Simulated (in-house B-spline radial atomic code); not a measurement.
# RPA and G0W0 on PBEsol: Sr2+

Configuration [Ar] 3d10 4s2 4p6, mean-field start PBEsol. Computed with a B-spline radial code for spherical atoms: all electrons, non-relativistic, point nucleus, each spin shell either full or empty, empty states to l = 9 with an (l + 1/2)⁻⁴ tail; G0W0 by contour deformation at full frequency.

Without relativity these are model numbers: it shifts the levels of so heavy an element strongly and can reorder them.

Command:
```bash
python run_gw.py task.json out
```
Settings (radii: box in bohr, nucleus in fm):
```
Z                        38
electrons                36
configuration            [Ar] 3d10 4s2 4p6
hamiltonian              nr
method                   pbesol
lmax                     9
spin_polarised           False
box_radius               17.55
intervals                53
```

Time taken, with all properties: 2.8 s on 1 thread of Arm Neoverse N1 (shared host).

Energies (hartree):

```
                                     term        value
                         mean-field total  -3130.49536
Hartree-Fock functional on these orbitals  -3130.96818
                      direct second order      -3.0454
                    second-order exchange      0.87092
                         SOSEX correction      0.80389
```

Q: What is the RPA correlation energy, and what remains with SOSEX?

A: RPA gives -2.6582 hartree (-2.01 eV per electron); RPA + SOSEX gives -1.8543, and the second-order doubles -2.1745 hartree (no singles). SOSEX takes back 30 % of the RPA value.

Quasi-particle levels (eV):

```json
{"level": "4p", "occupied": "yes", "mean field": "-36.44", "Σx - vxc": "-6.38", "Σc": "?", "QP weight": "?", "G0W0": "?"}
{"level": "4d", "occupied": "no", "mean field": "-13.488", "Σx - vxc": "5.74", "Σc": "-1.71", "QP weight": "0.960", "G0W0": "-9.454"}
```

G0W0 = mean field + (Σx - vxc) + Σc, with Σc (partial-wave tail included) taken at the quasi-particle energy. Only the outer levels were computed. Levels of low weight are left out.

Q: Where does G0W0 put 4p?

A: At -43.10 eV, with Σc = -0.29 eV and a quasi-particle weight of 0.926. The tabulated removal energy is 42.884 eV (NIST, measured); the calculation leaves out relativity, Breit and QED terms, and what these don't explain is the method's own error.
